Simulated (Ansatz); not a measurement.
Consider the substitution at a C–Br bond: `C=C(N)CBr` + HI → `C=C(N)CI` + HBr.

Gas-phase electronic energies from Ansatz, PBE0-D4/def2-TZVP geometries. CCSD(T)/CBS adds triple-zeta CCSD(T) − MP2 to the extrapolated MP2 energy (def2 sets, frozen cores). DFT in def2-TZVPP. B3LYP here is the variant with VWN-RPA as its local correlation; programs differ in this. Elements past krypton have def2 core potentials. For Br, I outer-core shells are correlated without core-valence functions, which leaves a few kJ/mol of doubt a bond. Scalar relativity is left out up to krypton. Each species was taken in one conformer, which may not be the lowest.

```json
{"level": "PBE-D4", "ΔE (kcal/mol)": "-2.6", "difference from CCSD(T)/CBS": "0.9"}
{"level": "r2SCAN-D4", "ΔE (kcal/mol)": "-2.4", "difference from CCSD(T)/CBS": "1.1"}
{"level": "PBE0-D4", "ΔE (kcal/mol)": "-2.4", "difference from CCSD(T)/CBS": "1.1"}
{"level": "B3LYP-D4", "ΔE (kcal/mol)": "-2.5", "difference from CCSD(T)/CBS": "1.0"}
{"level": "ωB97X-V", "ΔE (kcal/mol)": "-1.6", "difference from CCSD(T)/CBS": "1.9"}
{"level": "ωB97M-V", "ΔE (kcal/mol)": "-1.9", "difference from CCSD(T)/CBS": "1.6"}
{"level": "B2PLYP", "ΔE (kcal/mol)": "-2.3", "difference from CCSD(T)/CBS": "1.2"}
{"level": "PBE", "ΔE (kcal/mol)": "-2.2", "difference from CCSD(T)/CBS": "1.3"}
{"level": "r2SCAN", "ΔE (kcal/mol)": "-2.3", "difference from CCSD(T)/CBS": "1.2"}
{"level": "PBE0", "ΔE (kcal/mol)": "-2.0", "difference from CCSD(T)/CBS": "1.5"}
{"level": "B3LYP", "ΔE (kcal/mol)": "-1.8", "difference from CCSD(T)/CBS": "1.7"}
{"level": "HF/def2-TZVPP", "ΔE (kcal/mol)": "-0.7", "difference from CCSD(T)/CBS": "2.8"}
{"level": "MP2/def2-TZVPP", "ΔE (kcal/mol)": "-3.4", "difference from CCSD(T)/CBS": "0.1"}
{"level": "SCS-MP2/def2-TZVPP", "ΔE (kcal/mol)": "-2.8", "difference from CCSD(T)/CBS": "0.7"}
{"level": "CCSD/def2-TZVPP", "ΔE (kcal/mol)": "-2.0", "difference from CCSD(T)/CBS": "1.5"}
{"level": "CCSD(T)/def2-TZVPP", "ΔE (kcal/mol)": "-2.4", "difference from CCSD(T)/CBS": "1.1"}
{"level": "HF/def2-QZVPP", "ΔE (kcal/mol)": "-0.9", "difference from CCSD(T)/CBS": "2.6"}
{"level": "MP2/def2-QZVPP", "ΔE (kcal/mol)": "-4.1", "difference from CCSD(T)/CBS": "-0.6"}
{"level": "SCS-MP2/def2-QZVPP", "ΔE (kcal/mol)": "-3.4", "difference from CCSD(T)/CBS": "0.1"}
{"level": "HF/CBS(def2)", "ΔE (kcal/mol)": "-0.9", "difference from CCSD(T)/CBS": "2.6"}
{"level": "MP2/CBS(def2)", "ΔE (kcal/mol)": "-4.5", "difference from CCSD(T)/CBS": "-1.0"}
{"level": "CCSD/CBS(def2)", "ΔE (kcal/mol)": "-3.0", "difference from CCSD(T)/CBS": "0.5"}
{"level": "CCSD(T)/CBS", "ΔE (kcal/mol)": "-3.5", "difference from CCSD(T)/CBS": "0"}
```

Largest T1 diagnostic among the species: 0.010.

The D4 term adds −0.7 kcal/mol with B3LYP and −0.4 kcal/mol with PBE0; it sums over pairs of atoms, weighted by their polarisabilities, and B3LYP, whose exchange is more repulsive, gets the larger term. In def2-TZVPP, CCSD(T) changes the Hartree–Fock value by −1.7 kcal/mol (the triples alone add −0.4 kcal/mol) and MP2 by −2.7 kcal/mol.
